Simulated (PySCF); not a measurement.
FGeH₇Si₂, SMILES F[SiH2][SiH2][GeH3].

The structure is a stationary point at r2SCAN-D4/def2-SVP. This is a generated structure with no PubChem entry under its InChIKey; it may be hypothetical. The values are those of a single conformer.

Computed with TDA-M06-2X/def2-SVPD (PySCF).

Vertical excitations. Gas-phase values at a fixed geometry. State labels are in the subgroup Cs.

```
state  symmetry  energy (eV)  λ (nm)      f                                                                  main pairs
-----  --------  -----------  ------  -----  --------------------------------------------------------------------------
S1           A'         6.15     201  0.068                                                              HOMO→LUMO 81 %
S2           A"         6.82     182  0.001                                                            HOMO→LUMO+3 96 %
S3           A'         6.95     178  0.080                                                            HOMO−1→LUMO 75 %
S4           A'         7.27     171  0.009                                                            HOMO→LUMO+1 74 %
S5           A'         7.42     167  0.097                                                            HOMO→LUMO+2 76 %
S6           A'         7.54     164  0.298                                          HOMO→LUMO+4 72 %, HOMO→LUMO+6 11 %
S7           A"         7.57     164  0.000                         HOMO−3→LUMO 46 %, HOMO−2→LUMO 34 %, HOMO→LUMO+5 7 %
S8           A"         7.74     160  0.004                                        HOMO→LUMO+5 72 %, HOMO−1→LUMO+3 14 %
S9           A"         7.83     158  0.061                      HOMO−1→LUMO+3 46 %, HOMO−3→LUMO 18 %, HOMO−2→LUMO 13 %
S10          A'         7.85     158  0.348  HOMO−1→LUMO+2 36 %, HOMO−1→LUMO+1 20 %, HOMO→LUMO+6 17 %, HOMO→LUMO+4 13 %
T1           A'         5.48     226      0                                                              HOMO→LUMO 87 %
T2           A"         6.36     195      0                                                            HOMO→LUMO+3 92 %
T3           A'         6.38     194      0                                                            HOMO−1→LUMO 75 %
T4           A'         6.54     190      0                                          HOMO→LUMO+2 57 %, HOMO→LUMO+1 16 %
```
Triplets are in the Tamm–Dancoff approximation.
